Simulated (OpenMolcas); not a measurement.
**Cr2+: moving or changing the point charges**

Cr2+ among 6 point charges of -2 e arranged as a trigonal antiprism (D3d), 1.72 Å from the ion, with a polar angle of 47.6° against the regular 54.74°. The active orbitals were held to one l.
```
   0.0000    1.2705    1.1594  -2.00
  -1.1003   -0.6353    1.1594  -2.00
   1.1003   -0.6353    1.1594  -2.00
   0.0000   -1.2705   -1.1594  -2.00
   1.1003    0.6353   -1.1594  -2.00
  -1.1003    0.6353   -1.1594  -2.00
```

- Program: OpenMolcas
- Method: CASSCF
- Basis: ANO-RCC-VDZP [5s4p2d1f]
- Scalar Hamiltonian: DKH2, point nucleus
- Active space: 4 electrons in 5 orbitals (3d)
- State averaging: 2S+1 = 5 even, 5 roots; 2S+1 = 3 even, 45 roots; 2S+1 = 1 even, 50 roots
- Spin-orbit coupling: state interaction with AMFI integrals over the reference wave functions

Runs around this geometry, states (labels of D3, the rotations of D3d). Energies in cm-1 above the lowest state or level, χT in cm3 K/mol.

```csv
R (Å),q (e),Polar angle / regular,Ground state,First state of that spin,First gap with spin-orbit (degeneracies),χT at 300 K,First state of another spin
1.72,-1.3,0.87,5E,5A1 5059,"35.3 (2, 1)",2.844,3E 10888
1.59,-2,0.87,3E,3A2 11437,"7.0 (1, 1)",1.689,5E 1655
1.72,-2,0.87,5E,5A1 7415,"36.6 (2, 1)",2.865,3E 4462
1.8,-2,0.87,5E,5A1 5978,"37.7 (2, 1)",2.849,3E 7336
1.72,-2,0.94,5E,5A1 11045,"20.7 (2, 1)",2.935,3E 6516
```

Scaling the charges by -1.3 / -2 = 0.65 scales the first state of the same spin by 5059 / 7415 = 0.68; with fixed orbitals a first-order splitting would follow the charge.

The ground state changes within this set.

An orbital doublet at a regular site is open to a Jahn-Teller distortion, which this geometry leaves out. Without dynamic correlation the repulsion within the d shell is too large (B by tens of per cent), so at a given field states of lower spin stand too high. This shell can be high or low spin here, a state of another spin lies low, and with metal d orbitals alone active their balance is uncertain, so the ground spin may be wrong, although the usual error favours high spin (holds for R = 1.59, q = -2, ratio = 0.87). This shell can be high or low spin here, a state of another spin lies low, and with metal d orbitals alone active their balance is uncertain, so the ground spin may be wrong (holds for R = 1.72, q = -2, ratio = 0.87; R = 1.8, q = -2, ratio = 0.87; R = 1.72, q = -2, ratio = 0.94). Point charges carry no covalency, so the field is a model and not that of real ligands. No measured value stands beside these numbers.
